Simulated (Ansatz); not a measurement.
Sn3Se2. Total charge 0; singlet. Geometry PBE0-D4/def2-SVP; atoms count from 1.

Cartesian coordinates in Å:
```
Sn 0.816 1.476 1.143
Sn -1.754 0.167 0.305
Sn 0.102 -1.563 -1.303
Se 0.550 -1.186 1.314
Se 0.286 1.107 -1.459
```

In the def2 sets Sn takes a core potential; there is no spin–orbit coupling. The restricted singlet is unstable towards broken spin symmetry in Hartree–Fock (as tested in another run); at PBE0-D4/def2-TZVP this wasn't settled. The structure comes from a short search, and lower isomers may exist.

**Question.** Estimate the Mulliken populations from the PBE0/def2-TZVP orbitals of Ansatz.

**Answer.** 
```tsv
atom	charge (e)
Sn1	0.35
Sn2	0.11
Sn3	0.35
Se4	-0.40
Se5	-0.40
```
Mulliken values and Mayer orders depend strongly on the basis.

**Question.** And the Mayer bond orders between bonded heavy atoms (over 0.3)?

**Answer.** Sn1–Sn2 0.60 (3.00 Å); Sn1–Se4 0.81 (2.68 Å); Sn1–Se5 0.81 (2.68 Å); Sn2–Sn3 0.60 (3.00 Å); Sn2–Se4 0.66 (2.86 Å); Sn2–Se5 0.66 (2.86 Å); Sn3–Se4 0.81 (2.68 Å); Sn3–Se5 0.81 (2.68 Å).
